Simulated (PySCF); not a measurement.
A calculated (BP86, PySCF 2.14, jorge-DZP-DKH, the spin-free X2C one-electron Hamiltonian (Gaussian nucleus)) atom or ion has these occupied shells.

```json
{"shell": "1s α", "electrons": "1", "orbital energy (eV)": "-15043.6", "rms radius, mean of both spins (bohr)": "0.0464"}
{"shell": "1s β", "electrons": "1", "orbital energy (eV)": "-15043.5", "rms radius, mean of both spins (bohr)": "0.0464"}
{"shell": "2s α", "electrons": "1", "orbital energy (eV)": "-2029.9", "rms radius, mean of both spins (bohr)": "0.193"}
{"shell": "2s β", "electrons": "1", "orbital energy (eV)": "-2029.9", "rms radius, mean of both spins (bohr)": "0.193"}
{"shell": "2p α", "electrons": "3", "orbital energy (eV)": "-1803.4", "rms radius, mean of both spins (bohr)": "0.171"}
{"shell": "2p β", "electrons": "3", "orbital energy (eV)": "-1803.3", "rms radius, mean of both spins (bohr)": "0.171"}
{"shell": "3s α", "electrons": "1", "orbital energy (eV)": "-320.49", "rms radius, mean of both spins (bohr)": "0.547"}
{"shell": "3s β", "electrons": "1", "orbital energy (eV)": "-320.38", "rms radius, mean of both spins (bohr)": "0.547"}
{"shell": "3p α", "electrons": "3", "orbital energy (eV)": "-247.57", "rms radius, mean of both spins (bohr)": "0.558"}
{"shell": "3p β", "electrons": "3", "orbital energy (eV)": "-247.44", "rms radius, mean of both spins (bohr)": "0.558"}
{"shell": "3d α", "electrons": "5", "orbital energy (eV)": "-126.89", "rms radius, mean of both spins (bohr)": "0.579"}
{"shell": "3d β", "electrons": "5", "orbital energy (eV)": "-126.74", "rms radius, mean of both spins (bohr)": "0.579"}
{"shell": "4s α", "electrons": "1", "orbital energy (eV)": "-52.525", "rms radius, mean of both spins (bohr)": "1.57"}
{"shell": "4s β", "electrons": "1", "orbital energy (eV)": "-51.485", "rms radius, mean of both spins (bohr)": "1.57"}
{"shell": "4p α", "electrons": "3", "orbital energy (eV)": "-35.667", "rms radius, mean of both spins (bohr)": "1.83"}
{"shell": "4p β", "electrons": "2", "orbital energy (eV)": "-34.646", "rms radius, mean of both spins (bohr)": "1.83"}
```

Problem. Name the element and its charge.

Solution. Rb²⁺ (rubidium, charge +2), in [Ar] 3d10 4s2 4p5, 2P determinant.
